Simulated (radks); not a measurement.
Results of a calculation; reference values are marked as such.
The tin ion Sn2+ inside a hard spherical wall (all orbitals vanish at R), configuration held at [Kr] 4d10 5s2 and not refilled when levels cross. Code: a radial shooting solver on a logarithmic mesh with Libxc functionals. Model: scalar-relativistic Kohn-Sham, LDA (Slater exchange, Perdew-Wang correlation), spin-polarised, spherical densities, finite nucleus; Fermi nuclear charge, rms radius 4.6519 fm. Eigenvalues in eV for spin up, with the zero of energy where the potential of the charges vanishes at infinity; a dash marks a level that is unbound or too diffuse for the functional's potential to be trusted. A positive occupied level is held by the wall or, in an anion where self-interaction has pushed it up, behind a barrier. The pressure on the wall is -dE/dV.

R (bohr)	E (hartree)	kinetic (hartree)	e(4s)	e(4p)	e(4d)	e(5s)	e(5p, empty)	e(6s, empty)	pressure (GPa)
free	-6170.92189	6440.929	-151.24	-107.15	-43.392	-26.529	-18.128	-8.883	0
20	-6170.92189	6440.929	-151.24	-107.15	-43.392	-26.529	-18.128	-8.883	< 0.0001
15	-6170.92189	6440.929	-151.24	-107.15	-43.392	-26.529	-18.128	-8.883	< 0.0001
12	-6170.92189	6440.929	-151.24	-107.15	-43.392	-26.529	-18.128	-8.873	< 0.0001
8	-6170.92188	6440.929	-151.24	-107.15	-43.391	-26.528	-18.123	-8.294	0.00119
7	-6170.92175	6440.931	-151.23	-107.14	-43.385	-26.522	-18.100	-7.391	0.0160
6	-6170.92049	6440.947	-151.19	-107.09	-43.342	-26.475	-17.971	-5.143	0.203
4	-6170.82791	6441.603	-149.80	-105.73	-42.036	-24.467	-14.437	16.411	27.6
2	-6163.31664	6474.405	-120.26	-76.691	-11.086	51.944	78.264	276.84	11900
1.5	-6138.08074	6566.920	-68.078	-21.395	52.622	224.03	263.09	675.30	109000
